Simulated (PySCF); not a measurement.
**SnBr: everyday levels beside a composite calculation**

PySCF; the state is a doublet (π ↑). The composite is CCSD(T) extrapolated to the basis-set limit from two correlation-consistent sets, with core-valence (CV) and scalar-relativistic (SR) terms as its label shows; it has no spin–orbit coupling and nothing beyond (T). Here it is CCSD(T)/CBS(DT). It gives Re = 2.511 Å, ωe = 247 cm⁻¹ and De = 3.44 eV to Sn + Br.

```tsv
level	basis	relativity	Re (Å)	ωe (cm⁻¹)	De (eV)
UHF	def2-SVP	scalar-relativistic core potentials	2.563	241	2.23
UHF	def2-TZVPPD	scalar-relativistic core potentials	2.543	238	2.33
UHF-MP2	def2-TZVPPD	scalar-relativistic core potentials	2.505	248	3.51
UHF-SCS-MP2	def2-SVP	scalar-relativistic core potentials	2.552	247	3.07
UHF-SCS-MP2	def2-TZVPPD	scalar-relativistic core potentials	2.519	244	3.39
TPSS	def2-TZVPPD	scalar-relativistic core potentials	2.537	235	3.67
r²SCAN	def2-TZVPPD	scalar-relativistic core potentials	2.521	242	3.67
PBE0	def2-TZVPP	scalar-relativistic core potentials	2.518	244	3.56
BHandHLYP	def2-TZVPP	scalar-relativistic core potentials	2.527	242	3.33
ωB97X	def2-TZVPPD	scalar-relativistic core potentials	2.512	246	3.65
```

Q: Give the difference of each row from the composite.

A: 

| level | basis | ΔRe (pm) | Δωe (%) | ΔDe (eV) |
| --- | --- | --- | --- | --- |
| UHF | def2-SVP | +5.2 | -2.4 | -1.21 |
| UHF | def2-TZVPPD | +3.2 | -3.6 | -1.11 |
| UHF-MP2 | def2-TZVPPD | -0.6 | +0.4 | +0.07 |
| UHF-SCS-MP2 | def2-SVP | +4.1 | +0.0 | -0.37 |
| UHF-SCS-MP2 | def2-TZVPPD | +0.8 | -1.2 | -0.05 |
| TPSS | def2-TZVPPD | +2.6 | -4.9 | +0.23 |
| r²SCAN | def2-TZVPPD | +1.0 | -2.0 | +0.23 |
| PBE0 | def2-TZVPP | +0.7 | -1.2 | +0.12 |
| BHandHLYP | def2-TZVPP | +1.6 | -2.0 | -0.11 |
| ωB97X | def2-TZVPPD | +0.1 | -0.4 | +0.21 |

Q: Which rows come closest in De?

A: UHF-SCS-MP2 in def2-TZVPPD (-0.05 eV), counted from the composite.

Correlated steps freeze 13 core orbitals. Correlated levels converge slowly with the basis: in double zeta they bind strong bonds too weakly, by up to about 1 eV, and carry superposition errors of some tenths. Spin–orbit coupling is left out, which matters for elements this heavy, above all for dissociation energies. The state is the lowest determinant that a PBE0 search found; another state may lie lower at other levels.
